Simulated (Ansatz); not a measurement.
System: InI, net charge 0, singlet state. 
Geometry from a B3LYP-D3(BJ)/def2-TZVP (Ansatz, an electronic-structure program) optimisation:
```
In
I 1 2.8039
```

Basis-set convergence of Hartree-Fock and MP2 correlation energies (hartree) with Ansatz. Cores are frozen in the correlated levels unless marked. Spin-orbit coupling is left out. Frozen are the shells of the preceding noble gas and the d and f shells that filled before the atom's block. Past Kr the def2 sets carry scalar-relativistic core potentials.

```tsv
basis	functions	E(HF)	E(corr, MP2)
def2-SVPD	67	-485.95394	-0.13923
def2-TZVPPD	115	-485.96523	-0.17959
def2-QZVPPD	179	-485.96674	-0.20231
```

Extrapolating the two largest sets (X = 3 and 4) as X^-3: E(corr) = (64·(-0.20231) - 27·(-0.17959))/37 = -0.2189 Eh, an estimate of the basis-set limit. The largest set recovers 92.4 % of it, the smallest 63.6 %.
